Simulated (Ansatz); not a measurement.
Species: CH$_{5}$BNO$_{2}$, charge -1, multiplicity 1. It need not be the lowest isomer of its formula. Whether it binds its extra electron was not tested at this geometry. 
Geometry from a B3LYP-D3(BJ)/def2-TZVP (Ansatz, a program for electronic structure) optimisation:
SMILES: CNB([O-])O
```xyz
10

C     -1.7874     0.0652    -0.6329
N     -0.6042    -0.6879    -0.3011
B      0.6581    -0.0990     0.2870
O      1.4337    -0.7503     1.0810
O      0.8956     1.2615    -0.1602
H     -2.2538     0.6149     0.2090
H     -1.5717     0.8176    -1.4036
H     -2.5675    -0.5799    -1.0601
H     -0.8247    -1.5495     0.1763
H      0.2471     1.5266    -0.8180
```
Charge -1, spin multiplicity 1.

Basis-set convergence of Hartree-Fock and MP2 correlation energies (hartree) with Ansatz. Cores are frozen in the correlated levels unless marked. Spin-orbit coupling is left out. No relativistic terms.

```
basis        functions       E(HF)  E(corr, MP2)
-----------  ---------  ----------  ------------
aug-cc-pVDZ        160  -269.79713      -0.83296
aug-cc-pVTZ        345  -269.86517      -1.00600
aug-cc-pVQZ        630  -269.88237      -1.06763
```

Extrapolating the two largest sets (X = 3 and 4) as X^-3: E(corr) = (64·(-1.06763) - 27·(-1.00600))/37 = -1.1126 Eh, an estimate of the basis-set limit. The largest set recovers 96.0 % of it, the smallest 74.9 %.
